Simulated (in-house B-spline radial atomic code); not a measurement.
Results of a calculation; reference values are marked as such.
Making a Troullier-Martins p channel for Sr, r_c = 1.01 bohr

Sr, [Kr] 5s2, non-relativistic LDA (VWN5), spherical and spin-unpolarised, from a B-spline radial code for spherical atoms (atomic units). The all-electron 4p level is ε = -0.844490 hartree, its outermost node lies just inside 0.63 bohr and its outer maximum at 1.34 bohr.

Inside r_c the pseudo-orbital is u(r) = r^2 exp(p(r)), with p = c0 + c2 r² + c4 r⁴ + … + c12 r¹². The seven coefficients follow from p and its first four derivatives at r_c, from zero curvature of the screened potential at the origin, c4 = −c2²/(2l + 5), and from the norm inside r_c. At r_c the all-electron orbital has P = 0.7415849, P' = 1.045462, the screened potential V = -4.732562, V' = 9.748359, V'' = -28.60219, and the norm inside is Q = 0.1378097.

Problem. What are p, p' and p'' at r_c?

Solution. p = ln(P/r_c^2) = ln(0.7415849/1.0201) = -0.31887. p' = P'/P − 2/r_c = 1.40977 − 1.98020 = -0.57043. The radial equation gives p'' = 2(V − ε) − 2(2) p'/r_c − p'² = -7.77614 − (-2.25913) − 0.32539 = -5.84240. Differentiating, p''' = 2V' + 2(2)p'/r_c² − 2(2)p''/r_c − 2p'p'' = 33.733, and p'''' = 2V'' − 4(2)p'/r_c³ + 4(2)p''/r_c² − 2(2)p'''/r_c − 2p''² − 2p'p''' = -261.97.

For a trial c2 the five matching conditions are linear in c0, c6, c8, c10 and c12, and c2 is varied until the norm inside r_c equals Q. The root nearest zero gives:

```json
{"n": "0", "c_n": "1.46657"}
{"n": "2", "c_n": "-5.505031"}
{"n": "4", "c_n": "-4.329337"}
{"n": "6", "c_n": "35.41796"}
{"n": "8", "c_n": "-51.36159"}
{"n": "10", "c_n": "30.88676"}
{"n": "12", "c_n": "-6.888795"}
```

Problem. Check c4 and p(r_c), and find the screened pseudopotential at the origin.

Solution. −c2²/7 = -4.32934, as listed. The terms c_n r_c^n are 1.46657, -5.61568, -4.50513, 37.59688, -55.61724, 34.11820, -7.76247, which sum to -0.31887. Inverting the radial equation, V_l(r) = ε + 2 p'/r + (p'' + p'²)/2, so V_l(0) = ε + (2l + 3) c2 = -0.84449 + 5 × (-5.50503) = -28.3696 hartree, finite where the all-electron potential diverges.

Orbitals and screened potentials:

```tsv
r (bohr)	P	u	V all-electron	V pseudo
0.101	0.2724	0.04178	-256.1	-28.25
0.252	-0.266	0.1923	-66.9	-24.82
0.404	-0.4294	0.2897	-29.19	-13.5
0.556	-0.1562	0.3121	-15.81	-1.039
0.707	0.2169	0.3727	-9.822	4.359
0.858	0.5304	0.5425	-6.628	-0.7182
1.01	0.7416	0.7416	-4.733	-4.733
```

Logarithmic derivatives P'/P at R = 1.31 bohr, for energies E around ε:

| E − ε (hartree) | all-electron | pseudo |
| --- | --- | --- |
| -0.5 | 0.465778 | 0.46 |
| -0.25 | 0.267419 | 0.265753 |
| -0.1 | 0.1415 | 0.141208 |
| 0 | 0.0543877 | 0.0543872 |
| 0.1 | -0.03544 | -0.0357715 |
| 0.25 | -0.175653 | -0.177938 |
| 0.5 | -0.425573 | -0.436471 |

Problem. With P(R) = 0.8902825 and a norm of 0.3504989 inside R, what slope in energy does norm conservation fix?

Solution. d(P'/P)/dE = −2 × (norm inside R)/P(R)² = -0.8844 per hartree·bohr at E = ε, for both atoms, since orbital and norm agree at R. Differences over ±0.1 hartree give -0.8847 (all-electron) and -0.8849 (pseudo), which also hold third-order terms. Half a hartree below ε the two curves differ by -0.0058.
